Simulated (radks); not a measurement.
Values are calculated unless marked as measured or tabulated.
Problem. The mean radii <r> (bohr) of the occupied orbitals of an atom or ion are listed with their occupations. Level of theory: scalar-relativistic Kohn-Sham, PBEsol, spin-polarised, spherical densities, finite nucleus; Fermi nuclear charge, rms radius of each element as measured or else 0.836 A^(1/3) + 0.57 fm (a radial shooting solver on a logarithmic mesh with Libxc functionals).

orbital  occ.      <r>
1s up       1  0.02843
1s down     1  0.02843
2s up       1   0.1226
2s down     1   0.1226
2p up       3   0.1071
2p down     3   0.1071
3s up       1   0.3286
3s down     1   0.3285
3p up       3   0.3261
3p down     3   0.3260
3d up       5   0.3013
3d down     5   0.3012
4s up       1   0.7239
4s down     1   0.7241
4p up       3   0.7525
4p down     2   0.7529

Name the element and its charge. Open shells, if any, are filled with parallel spins first.

Solution. Z = 51, antimony, charge +16: Sb16+ in [Ar] 3d10 4s2 4p5. The 1s radius gives Z: for a bare nucleus <r> = (2 gamma + 1)/(2Z) with gamma = sqrt(1 - (Z/c)^2), 0.028 bohr for Z = 51, and screening makes it slightly larger (0.02843 here). The occupations add up to 35, and the charge is Z minus that.
